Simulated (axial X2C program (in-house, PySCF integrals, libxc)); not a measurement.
**TeO⁻: from Re and ωe to a spectrum**

A bond curve at the PBE0 level, with spin–orbit coupling, was computed with an in-house all-electron X2C program for linear molecules (integrals from PySCF) (basis Te dyall-acv3z [12s13p9d5f1g], O dyall-av3z [7s6p3d2f] (cores contracted in-house)) for the state Ω = 3/2 (⟨Sz⟩ = 0.50, ⟨Lz⟩ = 1.00 at PBE0). Its fit gives Re = 1.8846 Å, ωe = 702.2 cm⁻¹, ωexe = 3.43 cm⁻¹ and αe = 2.240e-03 cm⁻¹; the masses are 129.9062 and 15.9949 u. Two-component means X2C with spin–orbit coupling and atomic mean-field Coulomb and Gaunt terms.

**Question.** Find the reduced mass, Be and the force constant.

**Answer.** From the PBE0 values: μ = 14.2414 u. Be = 16.8576/(μ Re²) = 0.3333 cm⁻¹. k = 5.8918×10⁻⁷ μ ωe² = 4.14 mdyn/Å.

**Question.** Where do the fundamental and the first overtone lie?

**Answer.** ν(1←0) = ωe − 2ωexe = 695.3 cm⁻¹; ν(2←0) = 2ωe − 6ωexe = 1383.8 cm⁻¹.

**Question.** A Morse curve ties αe to the other constants (Pekeris). How well does that hold?

**Answer.** αe(Morse) = 6Be²/ωe × (√(ωexe/Be) − 1) = 2.096e-03 cm⁻¹; the PBE0 curve gives 2.240e-03 cm⁻¹, a ratio of 0.94.

**Question.** Estimate De from a Morse curve and compare with the computed well depth of 3.544 eV to Te- + O.

**Answer.** De(Morse) = ωe²/(4ωexe) = 4.456 eV against 3.544 eV computed, a ratio of 1.26. The extrapolation overshoots: the well softens faster than a Morse curve, or the lowest atomic limit lies below the one to which the curve heads.

**Question.** Estimate the centrifugal constant by the Kratzer relation.

**Answer.** D = 4Be³/ωe² = 3.00e-07 cm⁻¹.

The state is one determinant whose occupation by symmetry is held fixed; it was picked as the lowest of a PBE0 search that is not exhaustive. De is counted from the lowest determinant-based energies of the atoms at the same level, without counterpoise correction. Density functionals use the spin component along the axis (collinear). The 2c atoms are single determinants rather than J levels; their spin–orbit lowering is only partly caught, and De is too large by that part. This holds for PBE0. Without a current term, density functionals place determinants with orbital angular momentum somewhat too high. The highest occupied level of some functionals is positive through self-interaction error; at Hartree–Fock it is bound.
